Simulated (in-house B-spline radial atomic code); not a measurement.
Computed with a B-spline radial atomic code. Model: two electrons, singlet ground state, non-relativistic, full CI in B-splines with partial waves to l = 8 (at full coupling up to 3e-4 hartree above the limit, correlation up to 0.6 % small), density held at that of full coupling by Lieb maximisation.

Along the adiabatic connection the electron repulsion is scaled by a coupling λ while a local potential keeps the density fixed. At λ = 0 the system is the Kohn-Sham one and W equals the exchange energy; the exchange-correlation energy is the area under W between 0 and 1. The kinetic energy rises with λ as the electrons avoid each other, with dT/dλ = −λ dW/dλ.

Command:
```bash
python run_ac.py task.json out
```
Settings (lengths in bohr, energies in hartree):
```
potential              yukawa
strength               2.41
lmax                   8
second                 0.501
```

Time taken, with all properties: 39 s on 1 thread of Intel(R) Xeon(R) Processor @ 2.30GHz (shared host).

**W = mean repulsion less Hartree energy, and W of three functionals.**

Given: confinement screened point charge; nuclear charge 2.41; screening of the nucleus 0.501 1/bohr; external potential -Z exp(-k r)/r.

Computed: LDA exchange minus exact 165.8 millihartree; SCAN exchange minus exact -7.6655 millihartree.

```csv
coupling,W xc (hartree),W xc minus exchange (millihartree),kinetic minus Kohn-Sham (millihartree),LDA (PW92) W minus its exchange (millihartree),PBE W minus its exchange (millihartree),SCAN W minus its exchange (millihartree)
0,-1.2127,0,0,0,0,0
0.02,-1.2146,-1.943,0.02,-12.24,-1.73,-1.82
0.05,-1.2175,-4.829,0.12,-25.16,-4.37,-4.48
0.12,-1.2241,-11.437,0.68,-48.41,-10.55,-10.51
0.25,-1.2359,-23.257,2.86,-81.14,-21.92,-21.11
0.4,-1.2489,-36.209,7.06,-110.91,-34.66,-32.59
0.6,-1.2651,-52.426,15.15,-143.31,-50.85,-46.83
0.8,-1.2802,-67.547,25.72,-170.49,-66.12,-60.05
1,-1.2943,-81.673,38.42,-194.08,-80.49,-72.38
1.4,?,?,?,?,?,?
2,-1.3529,-140.21,124.71,-281.07,-141.12,-123.89
3,-1.3966,-183.92,232.99,-340.33,-187.8,-163.42
4.5,?,?,?,?,?,?
7,-1.497,-284.36,707.4,-474.31,-303.76,-260.65
10,-1.5367,-324.06,1040.5,-530.5,-355.16,-301.92
```

Question: What belongs in the row 1.4?

Answer: W xc (hartree): -1.32; W xc minus exchange (millihartree): -107.29; kinetic minus Kohn-Sham (millihartree): 69.05; LDA (PW92) W minus its exchange (millihartree): -233.79; PBE W minus its exchange (millihartree): -106.81; SCAN W minus its exchange (millihartree): -94.8.

Question: What belongs in the row 4.5?

Answer: W xc (hartree): -1.4445; W xc minus exchange (millihartree): -231.8; kinetic minus Kohn-Sham (millihartree): 410.43; LDA (PW92) W minus its exchange (millihartree): -403.62; PBE W minus its exchange (millihartree): -241.14; SCAN W minus its exchange (millihartree): -208.49.

Question: What is the PBE exchange minus exact?

Answer: 10.886 millihartree.

**Energy parts, natural occupations and partial-wave weights.**

Computed: total energy -2.4333 hartree; exchange energy -1.2127 hartree; correlation energy -0.043257 hartree; kinetic part of the DFT correlation energy 0.038416 hartree; initial slope twice GL2 -0.097505 hartree; kinetic part over minus potential part 0.47036; Hartree energy 2.4253 hartree.

```
natural  occupation of the shell (electrons)
      s                               1.9877
      s                             0.006126
      p                            0.0055227
      d                           0.00024667
      p                                    ?
      s                           0.00011199
```

Question: What belongs in the row p?

Answer: occupation of the shell (electrons): 0.00019789.

```csv
wave,weight
s,0.99697
p,0.0028702
d,0.00013885
f,?
g,4.4486e-06
```

Question: What belongs in the row f?

Answer: weight: 1.9305e-05.

Question: What is the Kohn-Sham kinetic?

Answer: 4.0668 hartree.

Question: What is the Lieb Oxford ratio E_xc over LDA exchange?

Answer: 1.1997.

Half-way to full coupling W has made 54 % of its drop, against 50 % for a straight line, and second-order (GL2) theory, half the initial slope, overshoots the correlation energy by about 13 %: a moderate bend, as in light atoms. Over couplings 0 to 1 the errors in E_xc come to about +90 millihartree for LDA, +12 millihartree for PBE, -3.1 millihartree for SCAN, so SCAN is nearest. In LDA and SCAN the errors of exchange and correlation have opposite signs, so the sum is smaller than the larger of the two.
